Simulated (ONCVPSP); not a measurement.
## Transferability test, ONCV potential for Ar

ONCVPSP 4.0.1 input, shortened (lines: element, Z, core and valence counts, functional; n l f; lmax; l rc ep ncon nbas qcut; lloc lpopt rc5 dvloc0; l nproj debl; icmod fcfact rcfact), PBE, scalar-relativistic:

```
  Ar 18.00    3    2        4      upf
    1    0    2.00
    2    0    2.00
    2    1    6.00
    3    0    2.00
    3    1    4.00
    1
    0    1.00    0.00    3    8    5.50
    1    1.25    0.00    4    9    7.50
    4    5    0.80    0.00
    0    3    2.80
    1    2    1.60
    1    0.65    0.00
```

Energies are relative to the spin-unpolarised reference configuration 3s2 3p4; without spin polarisation the order of configurations can differ from experiment.

```tsv
valence configuration	charge	ΔE all-electron (eV)	error AE − PS (meV)
3s2 3p6	0	-44.717	+19
3s2 3p5	+1	-28.659	+8.7
3s2 3p3	+3	42.584	+9.5
3s1 3p6	+1	-14.043	+8.3
```

Note: ghosts flagged at negative energy: s at -307.5 eV; GHOST(+) flags only above 600 eV. A true bound ghost makes a file unfit for plane-wave use.
